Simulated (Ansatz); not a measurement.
```yaml
crystal:
  periodic: [false, false, false]
  atoms:
    - {symbol: In, position_ang: [-0.867335, 0.789419, 2.023144]}
    - {symbol: In, position_ang: [1.398435, 0.210696, -1.803200]}
    - {symbol: Sn, position_ang: [-0.373814, -1.252450, 0.002246]}
basis:
  gaussian: {orbitals: def2-SVP}
hamiltonian: {xc: {name: PBE0}}
scf: {lower_state_search: off}
output: {forces: true}
```

```sh
$ ansatz run in.yaml --threads 4 --pin off --events-out ev --progress --plain --max-ram 3916MiB
```

Output, abridged:

```
Functional definition: PBE0
1020 factors; integrals over basis functions are off by at most 3.0e-4 eV
mean field evaluation 1: about -16177.2067 eV, gradient 1.7e1 eV
mean field evaluation 2: about -16169.5343 eV, gradient 3.9e1 eV
mean field evaluation 4: about -16178.5798 eV, gradient 7.2e0 eV
mean field evaluation 8: about -16178.9296 eV, gradient 1.6e-1 eV
mean field evaluation 16: about -16178.9298 eV, gradient 3.7e-3 eV
mean field -16179.37235590 eV, -594.5809673067 hartree, gradient 2.3e-6 eV, S^2 0.000000; 0 other end points of the search recorded, 0 dependent functions left out
reference -16179.37238037 eV, -594.5809682059 hartree; 32, 32 occupied and 46, 46 virtual orbitals, 1020 factors
Total energy: -16179.37238037 eV, -594.5809682059 hartree
Atom 0 at    -0.867335     0.789419     2.023144 Å, force    -0.099651     0.266007     0.317387 eV/Å
Atom 1 at     1.398435     0.210696    -1.803200 Å, force     0.236580     0.154582    -0.266260 eV/Å
Atom 2 at    -0.373814    -1.252450     0.002246 Å, force    -0.136929    -0.420589    -0.051126 eV/Å
Dipole moment:     0.068488     0.179288     0.006309 e Å
Checks for a lower state left out: stability, starts, cluster_reference, orbital_swaps, neighbouring_geometries, increment
```

It took 2.4 s on 4 threads of Arm Neoverse V2 on a shared host.

In the def2 sets In, Sn take a core potential; there is no spin–orbit coupling. The restricted singlet is unstable towards broken spin symmetry at other levels; at RKS PBE0/def2-SVP this wasn't settled.
